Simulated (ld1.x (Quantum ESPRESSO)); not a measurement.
## zinc: excitation energies, all-electron against PAW

| Quantity | Value |
| --- | --- |
| Element | zinc (Zn) |
| Generator | ld1.x (Quantum ESPRESSO) 7.5 |
| Type | PAW |
| Functional | PBE |
| Relativity | fully relativistic |
| Frozen core | [Ar] |
| Valence charge | 12 |
| Reference configuration | 3d10 4s1.75 4p0 (charge +0.25) |
| Partial waves | 4s (bound): rcut 1.45, rcutus 1.95 bohr; 4s channel at 1.4 Ry: rcut 1.45, rcutus 1.95 bohr; 4p (bound, empty): rcut 1.70, rcutus 2.20 bohr; 4p channel at 1.35 Ry: rcut 1.70, rcutus 2.20 bohr; 3d (bound): rcut 0.90, rcutus 1.25 bohr; 3d channel at -0.6 Ry: rcut 0.90, rcutus 1.25 bohr; 4f channel at 0.3 Ry: rc 1.60 bohr |
| Local potential | the f channel |
| Core correction | Bessel-smoothed model core inside 0.85 bohr |
| Augmentation charge | BESSEL, radius 0.70 bohr |

Open shells are filled in proportion to 2j + 1 (rel_dist='average').

Energies are relative to the spin-unpolarised reference configuration 3d10 4s1.75 4p0; without spin polarisation the order of configurations can differ from experiment. The f channel is local and has no spin–orbit splitting in the pseudo-atom.

```tsv
valence configuration	charge	ΔE all-electron (eV)	error AE − PS (meV)
3d10 4s2 4p0	0	-1.729	0.0
3d10 4s1 4p0	+1	8.160	+0.1
3d10 4s0 4p0	+2	26.603	-0.7
3d10 4s1 4p1	0	3.356	-0.2
3d10 4s0 4p2	0	8.827	-2.0
3d10 4s1.5 4p0	+0.5	2.212	0.0
```

(1) What are ΔE and the potential's error for 3d9 4s0 4p0?

The ghost test of this file was not conclusive.

Results:

(1) ΔE = 67.136 eV all-electron; the error (AE − PS) is -181 meV.
